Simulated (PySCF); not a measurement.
Method: PBE-D3(BJ)/def2-TZVP // B3LYP-D3(BJ)/def2-TZVP (PySCF). All species are isolated molecules in the gas phase. One relaxed conformer stands for a flexible species; it need not be the lowest. Delta-SCF ions had no search for a lower state. Excitations are Tamm–Dancoff values on a coarser integration grid. The basis has no diffuse functions, so Rydberg states are missing or too high.

Reference species (SMILES): `C(=C/C)/C=O` (C–C–C–O torsion 1°) (neutral, multiplicity 1).

```json
{
 "vertical ionisation energy (Delta-SCF)": "9.23 eV",
 "LUMO": "-2.82 eV",
 "brightest of the four lowest singlets (TDA)": "5.77 eV",
 "HOMO–LUMO gap": "2.84 eV"
}
```

Changed species: `C/C=C/C=O` (C–C–C–O torsion 0°).

**Question.** Give the shifts of the vertical ionisation energy (Delta-SCF), LUMO, brightest of the four lowest singlets (TDA) and HOMO–LUMO gap.

**Answer.** the vertical ionisation energy (Delta-SCF) rises by 0.15 eV, to 9.38 eV; the LUMO goes up by 0.06 eV, to -2.76 eV; the brightest of the four lowest singlets (TDA) stays essentially unchanged; the HOMO–LUMO gap goes up by 0.11 eV, to 2.95 eV.
